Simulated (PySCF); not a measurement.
PySCF input (HF/def2-TZVPD):

```python
from pyscf import gto, scf, dft

mol = gto.M(
    atom='''
    C     1.06085905   -0.42805695    0.10006768
    N     0.05980472    0.40121170    0.30230693
    C    -1.09733299    0.18336432   -0.28443987
    H     2.00738854   -0.23630265    0.58947749
    H     0.97173244   -1.30615331   -0.54587194
    H    -1.26660063   -0.67202789   -0.94465758
    H    -1.91230969    0.87415778   -0.10886333
    ''',
    basis='def2-tzvpd',
    charge=0,
    spin=1,
    verbose=4,
)

mf = scf.UHF(mol).density_fit(auxbasis='def2-universal-jkfit')
mf.conv_tol = 1e-9
mf.max_cycle = 100
mf.max_memory = 1500
mf.kernel()
if not mf.converged:
    mf = mf.newton()
    mf.kernel(mf.make_rdm1())
for _ in range(2):
    mo, _, stable, _ = mf.stability(return_status=True)
    if stable:
        break
    mf.kernel(mf.make_rdm1(mo, mf.mo_occ))
mf.analyze()
```

End of the output:

```
Extra cycle  E= -132.509427298092  delta_E= -1.49e-11  |g|= 1.96e-06  |ddm|= 1.11e-05
converged SCF energy = -132.509427298092  <S^2> = 0.96347267  2S+1 = 2.2031547
uhf_internal: lowest eigs of H = [0.28140259 0.35880209 0.42425794]
<class 'pyscf.df.df_jk.DFUHF'> wavefunction is stable in the internal stability analysis
**** SCF Summaries ****
Total Energy =                        -132.509427298092476
Nuclear Repulsion Energy =              66.554378284163292
One-electron Energy =                 -310.018338028408152
Two-electron Energy =                  110.954532446152356
Two-electron Coulomb Energy =          129.371080542878900
DFT Exchange-Correlation Energy =      -18.416548096726544
HOMO-LUMO gap [eV] =                    11.589966308748270
**** MO energy ****
                             alpha | beta                alpha | beta
MO #1   energy= -15.5638274390063  | -15.5820949137014  occ= 1 | 1
MO #2   energy= -11.2699309196504  | -11.2504857889813  occ= 1 | 1
MO #3   energy= -11.2698867702294  | -11.2504814811931  occ= 1 | 1
MO #4   energy= -1.23942294194273  | -1.25506482302269  occ= 1 | 1
MO #5   energy= -0.979677149254222 | -0.915536918514036 occ= 1 | 1
MO #6   energy= -0.796875964949002 | -0.772129797505173 occ= 1 | 1
MO #7   energy= -0.670015676155313 | -0.662342632472539 occ= 1 | 1
MO #8   energy= -0.656361430173088 | -0.649644573000684 occ= 1 | 1
MO #9   energy= -0.55919247583833  | -0.549705553510321 occ= 1 | 1
MO #10  energy= -0.519247164282859 | -0.510052635683941 occ= 1 | 1
MO #11  energy= -0.409991095881118 | -0.427646993961567 occ= 1 | 1
MO #12  energy= -0.349653980690853 | 0.0762694287315779 occ= 1 | 0
MO #13  energy= 0.0738496242406571 | 0.093095192227186  occ= 0 | 0
MO #14  energy= 0.0926039487319509 | 0.0948179007267696 occ= 0 | 0
MO #15  energy= 0.123445864758305  | 0.125074175140215  occ= 0 | 0
MO #16  energy= 0.150774928191305  | 0.147357697653865  occ= 0 | 0
MO #17  energy= 0.159929264264999  | 0.161289688690206  occ= 0 | 0
MO #18  energy= 0.169154662810695  | 0.170890167222199  occ= 0 | 0
MO #19  energy= 0.174226261349575  | 0.178962327254093  occ= 0 | 0
MO #20  energy= 0.235299546515616  | 0.238248545822887  occ= 0 | 0
MO #21  energy= 0.24168937728533   | 0.245273599612125  occ= 0 | 0
MO #22  energy= 0.245364137317638  | 0.251330069306996  occ= 0 | 0
MO #23  energy= 0.25090567311506   | 0.252267503101559  occ= 0 | 0
MO #24  energy= 0.254694964464082  | 0.295901414875114  occ= 0 | 0
MO #25  energy= 0.255332100869819  | 0.297735748619279  occ= 0 | 0
MO #26  energy= 0.297284131747451  | 0.303229394103731  occ= 0 | 0
MO #27  energy= 0.31697381038485   | 0.321185026579577  occ= 0 | 0
MO #28  energy= 0.337031720117738  | 0.329856655632836  occ= 0 | 0
MO #29  energy= 0.337475240629974  | 0.34384087730282   occ= 0 | 0
MO #30  energy= 0.364897022254136  | 0.365954464789278  occ= 0 | 0
MO #31  energy= 0.369621231050877  | 0.375621213155538  occ= 0 | 0
MO #32  energy= 0.371270654282001  | 0.384243692081715  occ= 0 | 0
MO #33  energy= 0.399051083590094  | 0.404375017117939  occ= 0 | 0
MO #34  energy= 0.401021801493962  | 0.408244694633293  occ= 0 | 0
MO #35  energy= 0.418044052880133  | 0.424412437472743  occ= 0 | 0
MO #36  energy= 0.422157887966407  | 0.436888233423921  occ= 0 | 0
MO #37  energy= 0.427858553453853  | 0.438052866985902  occ= 0 | 0
MO #38  energy= 0.456400948031829  | 0.457799864168902  occ= 0 | 0
MO #39  energy= 0.467294924376434  | 0.474535420510503  occ= 0 | 0
MO #40  energy= 0.475694119793089  | 0.48929457813354   occ= 0 | 0
MO #41  energy= 0.483387836208304  | 0.493726915324085  occ= 0 | 0
MO #42  energy= 0.485624587802998  | 0.499575339739484  occ= 0 | 0
MO #43  energy= 0.486395006215986  | 0.500834299815408  occ= 0 | 0
MO #44  energy= 0.495288205374678  | 0.506897546055617  occ= 0 | 0
MO #45  energy= 0.520065365762246  | 0.521130989916121  occ= 0 | 0
MO #46  energy= 0.580603473858077  | 0.598505249734659  occ= 0 | 0
MO #47  energy= 0.594046828552677  | 0.599019163668012  occ= 0 | 0
MO #48  energy= 0.609565432357595  | 0.611288469593212  occ= 0 | 0
MO #49  energy= 0.622522566184001  | 0.620023926166052  occ= 0 | 0
MO #50  energy= 0.624638548566922  | 0.633584175776982  occ= 0 | 0
MO #51  energy= 0.652543134030338  | 0.663585491496537  occ= 0 | 0
MO #52  energy= 0.664981270013137  | 0.671793387199275  occ= 0 | 0
MO #53  energy= 0.728560655275125  | 0.737269217589201  occ= 0 | 0
MO #54  energy= 0.781644602073215  | 0.792944358504411  occ= 0 | 0
MO #55  energy= 0.799230591122164  | 0.823817928682234  occ= 0 | 0
MO #56  energy= 0.827370404487176  | 0.840271735406135  occ= 0 | 0
MO #57  energy= 0.87458482507017   | 0.855072471185104  occ= 0 | 0
MO #58  energy= 0.880676221610734  | 0.881194910221916  occ= 0 | 0
MO #59  energy= 0.881477939397816  | 0.888539332575274  occ= 0 | 0
MO #60  energy= 0.887973207646181  | 0.892606525281096  occ= 0 | 0
MO #61  energy= 0.910621334512013  | 0.914889383003526  occ= 0 | 0
MO #62  energy= 0.936282544087858  | 0.966214107674603  occ= 0 | 0
MO #63  energy= 0.9630799750899    | 0.96795168543548   occ= 0 | 0
MO #64  energy= 0.970665558192589  | 0.969804484639115  occ= 0 | 0
MO #65  energy= 0.993248001310423  | 0.999572590463701  occ= 0 | 0
MO #66  energy= 1.07135952509167   | 1.08942800260654   occ= 0 | 0
MO #67  energy= 1.09333620560025   | 1.1130553433282    occ= 0 | 0
MO #68  energy= 1.1115333560748    | 1.14712120324702   occ= 0 | 0
MO #69  energy= 1.1374853005915    | 1.15677643791209   occ= 0 | 0
MO #70  energy= 1.20065467786087   | 1.22702879130647   occ= 0 | 0
MO #71  energy= 1.30711652589586   | 1.32091730525669   occ= 0 | 0
MO #72  energy= 1.35963534469045   | 1.37423764404121   occ= 0 | 0
MO #73  energy= 1.41480811762122   | 1.41539583756706   occ= 0 | 0
MO #74  energy= 1.43918609809764   | 1.44306752953753   occ= 0 | 0
MO #75  energy= 1.48141377731336   | 1.50018881418866   occ= 0 | 0
MO #76  energy= 1.67453880129578   | 1.66472295917276   occ= 0 | 0
MO #77  energy= 1.74335479121009   | 1.73868882650736   occ= 0 | 0
MO #78  energy= 1.81667928339141   | 1.85147035135321   occ= 0 | 0
MO #79  energy= 1.8435288144035    | 1.87329708753042   occ= 0 | 0
MO #80  energy= 1.90858051119574   | 1.92346814049779   occ= 0 | 0
MO #81  energy= 1.94944353403664   | 1.94173422913606   occ= 0 | 0
MO #82  energy= 1.95225289646292   | 1.95859609973869   occ= 0 | 0
MO #83  energy= 1.95637015053517   | 1.99368436689873   occ= 0 | 0
MO #84  energy= 2.06984344835942   | 2.08825832200755   occ= 0 | 0
MO #85  energy= 2.12549990958601   | 2.13416200678997   occ= 0 | 0
MO #86  energy= 2.14503789242036   | 2.16212446856806   occ= 0 | 0
MO #87  energy= 2.14988081367959   | 2.16519036242186   occ= 0 | 0
MO #88  energy= 2.15492379445466   | 2.16978885565822   occ= 0 | 0
MO #89  energy= 2.23354088639446   | 2.23481114008796   occ= 0 | 0
MO #90  energy= 2.27733512517322   | 2.28922860985842   occ= 0 | 0
MO #91  energy= 2.28912493607057   | 2.2974781960396    occ= 0 | 0
MO #92  energy= 2.34867759181091   | 2.35606643656341   occ= 0 | 0
MO #93  energy= 2.4465021805057    | 2.44742471840592   occ= 0 | 0
MO #94  energy= 2.51866238286777   | 2.52358155451616   occ= 0 | 0
MO #95  energy= 2.55113105809402   | 2.54922678477184   occ= 0 | 0
MO #96  energy= 2.57815304635155   | 2.59037391373349   occ= 0 | 0
MO #97  energy= 2.71817191430589   | 2.73232099486498   occ= 0 | 0
MO #98  energy= 2.77955737296922   | 2.73250220255192   occ= 0 | 0
MO #99  energy= 2.81306407226266   | 2.81410758272943   occ= 0 | 0
MO #100 energy= 2.83492563117089   | 2.82527872610248   occ= 0 | 0
MO #101 energy= 2.9083515710455    | 2.91321768099549   occ= 0 | 0
MO #102 energy= 2.9537439404381    | 2.96600235525663   occ= 0 | 0
MO #103 energy= 3.00383151702002   | 3.01143841182142   occ= 0 | 0
MO #104 energy= 3.04844306818227   | 3.05504675401498   occ= 0 | 0
[...]
```

It need not be the lowest isomer of its formula.

The determinant is spin-contaminated: <S^2> is 0.96 against 0.75 for a pure state.
